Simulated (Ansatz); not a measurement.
Relaxation of C₂H₈ClNSSi (14 atoms, charge 0, multiplicity 1), to a largest force component of 0.015 eV/Å in at most 40 steps.

The calculation used RKS B3LYP/def2-SVP (Ansatz 0.2.0).

```xyz
14
Properties=species:S:1:pos:R:3
C -0.883 -0.857 1.045
Si 0.206 -0.143 -0.264
N 1.779 -0.616 0.052
S -0.166 -1.140 -2.105
C 0.030 1.676 -0.522
Cl 0.345 2.546 1.030
H -0.673 -0.396 2.024
H -0.817 -1.884 1.101
H -1.970 -0.548 0.850
H 1.892 -1.629 0.035
H 2.068 -0.353 1.033
H -1.497 -0.749 -2.185
H -1.033 1.979 -0.836
H 0.706 2.084 -1.229
```

Q: Where does it end, and by what steps?

A: The run converged. After 8 steps the energy has fallen by 0.621 eV; H11 moved furthest, 0.60 Å.

```tsv
step	energy less start (eV)	largest force component (eV/Å)	accepted
0	0.0000	3.740	yes
1	-0.4740	0.888	yes
2	-0.5558	0.599	yes
3	-0.5928	0.356	yes
4	-0.6123	0.217	yes
5	-0.6183	0.082	yes
6	-0.6202	0.052	yes
7	-0.6208	0.018	yes
8	-0.6208	0.014	yes
```

```xyz
14
Properties=species:S:1:pos:R:3
C -1.118 -0.812 0.964
Si 0.167 -0.213 -0.274
N 1.821 -0.587 0.050
S -0.247 -1.073 -2.227
C 0.097 1.682 -0.383
Cl 0.632 2.423 1.198
H -0.943 -0.324 1.936
H -1.057 -1.903 1.108
H -2.144 -0.566 0.643
H 2.148 -1.546 0.113
H 2.346 0.034 0.661
H -1.570 -1.262 -2.011
H -0.917 2.055 -0.587
H 0.771 2.064 -1.162
```

Time of the run: 56 s on 2 threads of Arm Neoverse V1, with other jobs on the host, peak memory 0.37 GiB.
